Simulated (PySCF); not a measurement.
Ge(vinyl)(NMe2)3, C8H21GeN3.
InChI=1S/C8H21GeN3/c1-8-9(10(2)3,11(4)5)12(6)7/h8H,1H2,2-7H3

Level of theory: TDDFT PBE0/def2-SVPD, vertical, gas phase, core orbitals frozen in the response in PySCF 2.14.0, density-fitted response routines. Isolated species at its PBE0-D3(BJ)/def2-SVP geometry (one conformer only). Relativistic effects, spin–orbit coupling among them, are left out although an element past zinc is present.

Broadening: Gaussians 0.3 eV wide at half height, area fixed by f = 4.319×10⁻⁹ ∫ε dν̃. The cross-section is σ = 3.8235×10⁻²¹ ε cm², given in Mb (10⁻¹⁸ cm²). The width is an assumption, not a result. The curve ends short of the highest state used, and states not computed would add to its high-energy end.

E (eV), σ (Mb) and a bar:
```
     4.09       0.00 
     4.13       0.01 
     4.17       0.03 
     4.21       0.06 
     4.25       0.14 
     4.29       0.27 #
     4.33       0.47 ##
     4.37       0.76 ###
     4.41       1.13 ####
     4.45       1.53 #####
     4.49       1.92 #######
     4.54       2.35 ########
     4.58       2.67 #########
     4.62       3.04 ###########
     4.66       3.53 #############
     4.70       4.17 ###############
     4.74       4.85 #################
     4.78       5.43 ###################
     4.82       5.69 ####################
     4.86       5.50 ####################
     4.90       4.87 #################
     4.94       3.92 ##############
     4.98       2.88 ##########
     5.02       1.93 #######
     5.06       1.20 ####
     5.10       0.76 ###
     5.14       0.61 ##
     5.18       0.76 ###
     5.23       1.38 #####
     5.27       2.26 ########
     5.31       3.44 ############
     5.35       4.80 #################
     5.39       6.17 ######################
     5.43       7.33 ##########################
     5.47       8.11 #############################
     5.51       8.42 ##############################
     5.55       8.28 #############################
     5.59       7.76 ############################
     5.63       6.95 #########################
     5.67       5.94 #####################
     5.71       4.85 #################
     5.75       3.82 ##############
     5.79       3.02 ###########
     5.83       2.64 #########
```

(1) Where are the band maxima, and which computed states make them?

(2) On this curve, what absorbance would a 10⁻⁴ mol/L sample give at 280 nm over a 1 cm path?

(3) Coming from long wavelengths, where does ε first pass 100 L mol⁻¹ cm⁻¹?

Results:

(1) 257 nm (4.82 eV), ε about 1500, made up of S3 (96%); 225 nm (5.52 eV), ε about 2200, made up of S4 (45%), S5 (26%) and S6 (30%) (ε in L mol⁻¹ cm⁻¹; maxima over ε = 5, shares over 10%). The states used: S1 4.54 eV (f 0.0050); S2 4.63 eV (f 0.0009); S3 4.83 eV (f 0.016); S4 5.45 eV (f 0.013); S5 5.49 eV (f 0.0064); S6 5.65 eV (f 0.012); S7 6.04 eV (f 0.0065); S8 6.12 eV (f 0.012); S9 6.15 eV (f 0.0080); S10 6.22 eV (f 0.0019); S11 6.25 eV (f 0.045); S12 6.26 eV (f 0.0022); S13 6.28 eV (f 0.015); S14 6.38 eV (f 0.0049); S15 6.43 eV (f 0.023).

(2) 280 nm is 4.428 eV, where ε is about 340 L mol⁻¹ cm⁻¹, so A = ε c l ≈ 0.034 (Beer–Lambert, with the gas-phase spectrum and the assumed width).

(3) At about 287 nm (4.31 eV), 0.22 eV below S1.
